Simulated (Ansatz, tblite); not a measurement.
Adding an electron: the cluster Cd2F2⁺. The state is a doublet with charge 1. Geometry: r2SCAN-D4/def2-TZVP. Ansatz, gas phase; energy differences of separate SCF runs; the reduced species is a singlet (the triplet lies 2.26 eV higher at PBE0-D4/def2-TZVP).

Cartesian coordinates in Å:
```
Cd -0.042 0.079 -1.073
Cd 0.128 -0.228 3.111
F 0.057 -0.063 0.928
F -0.143 0.212 -2.967
```

In the def2 sets Cd takes a core potential; there is no spin–orbit coupling. The xTB rows come from tblite. The structure comes from a short search, and lower isomers may exist.

```tsv
level	−HOMO (eV)	−LUMO (eV)	vertical EA (eV)	HOMO–LUMO gap (eV)
GFN1-xTB	–	–	13.18	–
r2SCAN-D4/def2-TZVP	11.70	10.03	7.51	1.67
PBE0-D4/def2-TZVP	12.16	9.36	7.38	2.80
```

Estimate the rows for GFN2-xTB, PBE-D4/def2-TZVP.


```
           level  −HOMO (eV)  −LUMO (eV)  vertical EA (eV)  HOMO–LUMO gap (eV)
        GFN2-xTB           –           –             12.92                   –
PBE-D4/def2-TZVP       11.43       10.59              7.76                0.84
```

  HOMO and LUMO are the levels of the spin that leaves or enters (xTB has no such levels and no spin-polarisation term). Other spin states of the ions may lie lower, which would lower the ionisation energy or raise the affinity. Raw xTB energy differences between charge states are shifted by several eV; the methods need an empirical correction for them.
